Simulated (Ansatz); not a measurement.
These are frozen-core CCSD(T)/cc-pVTZ // B3LYP-D3(BJ)/def2-TZVP in Ansatz (a quantum-chemistry and plane-wave program) values and carry that method's errors.

Ansatz 0.2 input:
```yaml
crystal:
  periodic: [false, false, false]
  atoms:
    - { symbol: O, position_ang: [-2.007089, -0.042989, -0.001226] }
    - { symbol: B, position_ang: [-0.814285, 0.068186, 0.000087] }
    - { symbol: B, position_ang: [0.814295, 0.219262, -0.000145] }
    - { symbol: O, position_ang: [2.007081, 0.330626, 0.001283] }
basis:
  gaussian: { orbitals: cc-pVTZ }
correlation:
  method: ccsd_t
```

Output:

```
Functional definition: HF
744 factors; integrals over basis functions are off by at most 1.4e-3 eV
mean field evaluation 1: about -5414.9902 eV, gradient 5.9e1 eV
mean field evaluation 2: about -5414.9904 eV, gradient 5.9e1 eV
mean field evaluation 4: about -5421.9573 eV, gradient 3.2e0 eV
mean field evaluation 8: about -5422.0111 eV, gradient 2.0e-4 eV
mean field evaluation 16: about -5422.0072 eV, gradient 1.9e-1 eV
mean field -5422.01107281 eV, -199.2552317545 hartree, gradient 2.9e-6 eV, S^2 0.000000; 0 other end points of the search recorded, 0 dependent functions left out
4 core orbitals not correlated
reference -5422.01107281 eV, -199.2552317545 hartree; 9, 9 occupied and 107, 107 virtual orbitals, 744 factors
second order -17.48052510 eV of doubles, -0.00000000 eV of singles
cycle   1  -16.63494103 eV  change    8.5e-1 eV  update   1.4e-1
cycle   2  -17.21684828 eV  change   -5.8e-1 eV  update   5.4e-2
cycle   3  -17.38103093 eV  change   -1.6e-1 eV  update   2.4e-2
cycle   4  -17.35749578 eV  change    2.4e-2 eV  update   6.2e-3
cycle   5  -17.35486984 eV  change    2.6e-3 eV  update   2.1e-3
cycle   6  -17.35709881 eV  change   -2.2e-3 eV  update   6.7e-4
cycle   7  -17.35693084 eV  change    1.7e-4 eV  update   2.2e-4
cycle   8  -17.35684979 eV  change    8.1e-5 eV  update   6.4e-5
cycle   9  -17.35684404 eV  change    5.7e-6 eV  update   2.4e-5
cycle  10  -17.35683443 eV  change    9.6e-6 eV  update   7.2e-6
perturbative correction -0.85498942 eV, -0.0314202816 hartree
Total energy: -5440.22289666 eV, -199.9245039366 hartree
```

Cost: about 14 core-seconds (a rough figure).
